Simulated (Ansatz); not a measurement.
One change: `FC(F)(F)C1=CC(C(F)(F)F)=[O+][Zn-]([Cl])[O]1` becomes `FC(F)(F)C1=CC(C(F)(F)F)=[O+][Sn-]([Cl])[O]1`.

Ansatz, PBE0-D4/def2-TZVP geometries, multiplicity 1. 

Elements past krypton have def2 core potentials. Scalar relativity is left out up to krypton.

```csv
property,`FC(F)(F)C1=CC(C(F)(F)F)=[O+][Zn-]([Cl])[O]1`
HOMO–LUMO gap (ωB97M-V/def2-TZVPP) / eV,9.45
size of the dipole moment (ωB97M-V/def2-TZVPP) / D,2.73
LUMO energy (PBE/def2-TZVPP) / eV,-4.18
LUMO energy (B3LYP/def2-TZVPP) / eV,-3.61
HOMO energy (B3LYP/def2-TZVPP) / eV,-8.39
"ideal-gas entropy at 298 K and 1 bar (rigid rotor, harmonic PBE0-D4/def2-TZVP) / J/(mol·K)",547
```

Q: What does the change do to each property? (An estimate is asked.)

A: The calculation gave: 
```tsv
property	`FC(F)(F)C1=CC(C(F)(F)F)=[O+][Sn-]([Cl])[O]1`	shift
HOMO–LUMO gap (ωB97M-V/def2-TZVPP) / eV	9.01	-0.44
size of the dipole moment (ωB97M-V/def2-TZVPP) / D	2.35	-0.38
LUMO energy (PBE/def2-TZVPP) / eV	-4.00	0.18
LUMO energy (B3LYP/def2-TZVPP) / eV	-3.43	0.18
HOMO energy (B3LYP/def2-TZVPP) / eV	-7.90	0.49
ideal-gas entropy at 298 K and 1 bar (rigid rotor, harmonic PBE0-D4/def2-TZVP) / J/(mol·K)	562	15
```

With PBE0 the HOMO rises by 0.53 eV and the LUMO rises by 0.16 eV, so the gap narrows by about 0.37 eV. PBE moves the HOMO by 0.26 eV and ωB97M-V by 0.58 eV. Dipoles are sizes alone; their direction can turn. Modes under 60 cm⁻¹, often nearly free rotors, make the harmonic entropy too high.

B3LYP here is the variant with VWN-RPA as its local correlation; programs differ in this.
